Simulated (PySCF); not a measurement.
```xyz
7

B      1.2883    -0.6713    -0.3871
B     -0.0843     0.0436     0.0248
C     -1.2773     0.6655     0.3835
H      1.7949    -0.4671    -1.4468
H      1.8368    -1.4247     0.3565
H     -1.7627     0.4944     1.3387
H     -1.7957     1.3596    -0.2697
```

Charge 0, multiplicity 1.

Task: Give the Mulliken and meta-Löwdin atomic charges from TPSSh-D3(BJ)/def2-TZVP // B3LYP-D3(BJ)/def2-TZVP (PySCF).

Result: 
| atom | Mulliken (e) | meta-Löwdin (e) |
|---|---|---|
| B1 | -0.06 | -0.13 |
| B2 | -0.10 | 0.10 |
| C3 | -0.22 | -0.37 |
| H4 | 0.03 | 0.04 |
| H5 | 0.03 | 0.04 |
| H6 | 0.16 | 0.16 |
| H7 | 0.16 | 0.16 |
